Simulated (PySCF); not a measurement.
PySCF input for Si(F)2(Br)(NH2) (BrF₂H₂NSi), SMILES N[Si](F)(F)Br, TDA-B3LYP/def2-SVPD. Geometry optimised at PBE0-D3(BJ)/def2-SVP. The structure was generated by enumeration, and PubChem lists no compound with its InChIKey, so it may never have been made. One conformer was computed; it need not be the lowest.

```python
import numpy as np
from pyscf import gto, scf, dft, tdscf

mol = gto.M(
    atom='''
    N     1.41764729    1.65647382    0.00000001
    Si   -0.04432948    0.81396965   -0.00000000
    F    -0.87622950    1.22259544    1.30932940
    F    -0.87622947    1.22259544   -1.30932942
    Br    0.07189589   -1.38443544    0.00000000
    H     1.97642811    1.72881526    0.84192002
    H     1.97642813    1.72881526   -0.84191997
    ''',
    basis='def2-SVPD',
    charge=0,
    spin=0,
    symmetry=True,
    max_memory=1600,
    verbose=4,
)
mf = dft.RKS(mol, xc='b3lyp').density_fit(auxbasis='def2-universal-jkfit')
mf.grids.level = 3
mf.conv_tol = 1e-9
mf.max_cycle = 100
mf.kernel()
mf.grids = dft.Grids(mol).set(level=1).build(with_non0tab=True)  # coarser grid for the response kernel
td = tdscf.TDA(mf)
td.singlet = True
td.nstates = 10
td.conv_tol = 1e-4
td.positive_eig_threshold = 1e-6
td.kernel(x0=td.get_init_guess(mf, 15))
td.analyze()
tt = tdscf.TDA(mf)
tt.singlet = False
tt.nstates = 4
tt.conv_tol = 1e-4
tt.positive_eig_threshold = 1e-6
tt.kernel(x0=tt.get_init_guess(mf, 9))
tt.analyze(verbose=3)
```

Output:

```
PySCF version 2.14.0

[INPUT] verbose = 4
[INPUT] num. atoms = 7
[INPUT] num. electrons = 76
[INPUT] charge = 0
[INPUT] spin (= nelec alpha-beta = 2S) = 0
[INPUT] symmetry True subgroup None
[INPUT] Mole.unit = angstrom
[INPUT] Symbol           X                Y                Z      unit          X                Y                Z       unit  Magmom
[INPUT]  1 N      1.417647290000   1.656473820000   0.000000010000 AA    2.678965119332   3.130281852312   0.000000018897 Bohr   0.0
[INPUT]  2 Si    -0.044329480000   0.813969650000   0.000000000000 AA   -0.083770576444   1.538179712208   0.000000000000 Bohr   0.0
[INPUT]  3 F     -0.876229500000   1.222595440000   1.309329400000 AA   -1.655833777265   2.310370542742   2.474273972841 Bohr   0.0
[INPUT]  4 F     -0.876229470000   1.222595440000  -1.309329420000 AA   -1.655833720573   2.310370542742  -2.474274010636 Bohr   0.0
[INPUT]  5 Br     0.071895890000  -1.384435440000   0.000000000000 AA    0.135863541582  -2.616203818742   0.000000000000 Bohr   0.0
[INPUT]  6 H      1.976428110000   1.728815260000   0.841920020000 AA    3.734907832792   3.266987361369   1.590998256588 Bohr   0.0
[INPUT]  7 H      1.976428130000   1.728815260000  -0.841919970000 AA    3.734907870586   3.266987361369  -1.590998162102 Bohr   0.0

nuclear repulsion = 450.239480926114
point group symmetry = Cs
symmetry origin: [-7.45944581e-10 -2.98377823e-09 -1.49188910e-09]
symmetry axis x: [ 1.00000000e+00  1.30037709e-09 -4.01280952e-09]
symmetry axis y: [ 1.30037709e-09 -1.00000000e+00  1.83764759e-10]
symmetry axis z: [4.01280952e-09 1.83764712e-10 1.00000000e+00]
num. orbitals of irrep A' = 90
num. orbitals of irrep A" = 57
number of shells = 59
number of NR pGTOs = 241
number of NR cGTOs = 147
basis = def2-SVPD
ecp = {}


[settings echo left out]
init E= -3118.30106418605
HOMO (A') = -0.32343198221284  LUMO (A') = -0.0484637672316155  gap/eV = 7.48227
cycle= 1 E= -3118.85740737244  delta_E= -0.556  |g|= 0.786  |ddm|= 3.58
HOMO (A') = -0.251906577239097  LUMO (A') = -0.019405055300902  gap/eV = 6.32669
cycle= 2 E= -3118.70353430933  delta_E= 0.154  |g|= 1.25  |ddm|= 1.95
HOMO (A') = -0.295674018010575  LUMO (A') = -0.0230748824444924  gap/eV = 7.41780
cycle= 3 E= -3118.96812235824  delta_E= -0.265  |g|= 0.0752  |ddm|= 1.08
HOMO (A') = -0.304286111541919  LUMO (A') = -0.022747256134716  gap/eV = 7.66106
cycle= 4 E= -3118.9690381777  delta_E= -0.000916  |g|= 0.038  |ddm|= 0.133
HOMO (A') = -0.300803625251862  LUMO (A') = -0.0222560980136501  gap/eV = 7.57966
cycle= 5 E= -3118.96933253532  delta_E= -0.000294  |g|= 0.0056  |ddm|= 0.046
HOMO (A') = -0.300997770163189  LUMO (A') = -0.0222432873779983  gap/eV = 7.58530
cycle= 6 E= -3118.96933751525  delta_E= -4.98e-06  |g|= 0.00337  |ddm|= 0.0106
HOMO (A') = -0.300898860062202  LUMO (A') = -0.0221857740356839  gap/eV = 7.58417
cycle= 7 E= -3118.96934007723  delta_E= -2.56e-06  |g|= 0.000276  |ddm|= 0.0047
HOMO (A') = -0.300953221686122  LUMO (A') = -0.0222142078068877  gap/eV = 7.58487
cycle= 8 E= -3118.96934009405  delta_E= -1.68e-08  |g|= 8.64e-05  |ddm|= 0.000587
HOMO (A') = -0.300942602237068  LUMO (A') = -0.0222079100166002  gap/eV = 7.58476
cycle= 9 E= -3118.96934009574  delta_E= -1.69e-09  |g|= 1.84e-05  |ddm|= 0.000164
HOMO (A') = -0.300942888375499  LUMO (A') = -0.0222084039783672  gap/eV = 7.58475
cycle= 10 E= -3118.96934009585  delta_E= -1.04e-10  |g|= 2.69e-06  |ddm|= 3.1e-05
HOMO (A') = -0.30094291630668  LUMO (A') = -0.0222083844829575  gap/eV = 7.58475
Extra cycle  E= -3118.96934009584  delta_E= 9.09e-13  |g|= 3.7e-06  |ddm|= 8.75e-06
converged SCF energy = -3118.96934009584
tot grids = 34408
Overwritten attributes  positive_eig_threshold  of <class 'pyscf.tdscf.rks.TDA'>


******** <class 'pyscf.tdscf.rks.TDA'> for <class 'pyscf.df.df_jk.DFSymAdaptedRKS'> ********
nstates = 10 singlet
deg_eia_thresh = 1.000e-03
wfnsym = None
conv_tol = 0.0001
eigh lindep = 1e-12
eigh level_shift = 0
eigh max_cycle = 100


Excitation energies (eV)
[6.63690562 7.15998809 7.44414844 7.70388198 7.76617212 8.20811338
 8.4438523  8.47151214 8.50591896 8.63130238]

** Singlet excitation energies and oscillator strengths **
Excited State   1:   A'      6.63691 eV    186.81 nm  f=0.0664
      38 -> 39       -0.70030
Excited State   2:   A"      7.15999 eV    173.16 nm  f=0.0388
      37 -> 39       -0.69423
      37 -> 40        0.11585
Excited State   3:   A'      7.44415 eV    166.55 nm  f=0.0579
      36 -> 39       -0.53997
      38 -> 40       -0.44594
Excited State   4:   A'      7.70388 eV    160.94 nm  f=0.0285
      36 -> 39       -0.44535
      38 -> 40        0.53119
      38 -> 44       -0.10362
Excited State   5:   A"      7.76617 eV    159.65 nm  f=0.0000
      38 -> 41        0.68955
      38 -> 43       -0.12540
Excited State   6:   A"      8.20811 eV    151.05 nm  f=0.0010
      37 -> 39       -0.11944
      37 -> 40       -0.68268
Excited State   7:   A'      8.44385 eV    146.83 nm  f=0.0150
      36 -> 40        0.41331
      38 -> 42        0.51051
      38 -> 44        0.20117
Excited State   8:   A"      8.47151 eV    146.35 nm  f=0.0001
      36 -> 41       -0.10971
      38 -> 41        0.13230
      38 -> 43        0.64303
      38 -> 46        0.19126
Excited State   9:   A'      8.50592 eV    145.76 nm  f=0.0002
      36 -> 40        0.33122
      37 -> 41       -0.51527
      38 -> 42       -0.28497
      38 -> 44       -0.11913
Excited State  10:   A'      8.63130 eV    143.64 nm  f=0.0124
      36 -> 40       -0.25646
      37 -> 41       -0.23158
      38 -> 40        0.10200
      38 -> 44        0.57895
      38 -> 45       -0.10680

** Transition electric dipole moments (AU) **
state          X           Y           Z        Dip. S.      Osc.
  1         0.2420      0.5916     -0.0000      0.4086      0.0664
  2        -0.0000      0.0000     -0.4704      0.2213      0.0388
  3        -0.4672      0.3146     -0.0000      0.3173      0.0579
  4        -0.0716      0.3819      0.0000      0.1510      0.0285
  5         0.0000      0.0000     -0.0029      0.0000      0.0000
  6        -0.0000     -0.0000     -0.0723      0.0052      0.0010
  7         0.2118     -0.1667      0.0000      0.0727      0.0150
  8        -0.0000      0.0000      0.0246      0.0006      0.0001
  9         0.0252     -0.0136     -0.0000      0.0008      0.0002
 10         0.2258     -0.0878     -0.0000      0.0587      0.0124

** Transition velocity dipole moments (imaginary part, AU) **
state          X           Y           Z        Dip. S.      Osc.
  1         0.0535      0.1233     -0.0000      0.0181      0.0494
  2         0.0000     -0.0000     -0.1183      0.0140      0.0355
  3        -0.1353      0.0842     -0.0000      0.0254      0.0619
  4        -0.0128      0.0830      0.0000      0.0070      0.0166
  5        -0.0000      0.0000     -0.0014      0.0000      0.0000
  6        -0.0000     -0.0000      0.0199      0.0004      0.0009
  7         0.0367     -0.0463     -0.0000      0.0035      0.0075
  8        -0.0000      0.0000      0.0014      0.0000      0.0000
  9         0.0132      0.0038     -0.0000      0.0002      0.0004
 10         0.0685     -0.0139     -0.0000      0.0049      0.0103

** Transition magnetic dipole moments (imaginary part, AU) **
state          X           Y           Z
  1         0.0000      0.0000     -0.6845
  2        -0.3976     -0.0088      0.0000
  3         0.0000      0.0000     -0.4150
  4        -0.0000     -0.0000      0.4465
  5        -0.2994      0.3282     -0.0000
  6        -0.3207      0.0197     -0.0000
  7        -0.0000     -0.0000     -0.2961
  8        -0.1676      0.0076     -0.0000
  9         0.0000     -0.0000      0.5212
 10         0.0000     -0.0000     -0.3250


******** <class 'pyscf.tdscf.rks.TDA'> for <class 'pyscf.df.df_jk.DFSymAdaptedRKS'> ********
nstates = 4 triplet
deg_eia_thresh = 1.000e-03
wfnsym = None
conv_tol = 0.0001
eigh lindep = 1e-12
eigh level_shift = 0
eigh max_cycle = 100


Excitation energies (eV)
[6.20227895 6.78185921 6.9806458  7.4790701 ]

** Triplet excitation energies and oscillator strengths **
Excited State   1:   A'      6.20228 eV    199.90 nm  f=0.0000
Excited State   2:   A"      6.78186 eV    182.82 nm  f=0.0000
Excited State   3:   A'      6.98065 eV    177.61 nm  f=0.0000
Excited State   4:   A'      7.47907 eV    165.77 nm  f=0.0000
```

Self-consistency was reached.
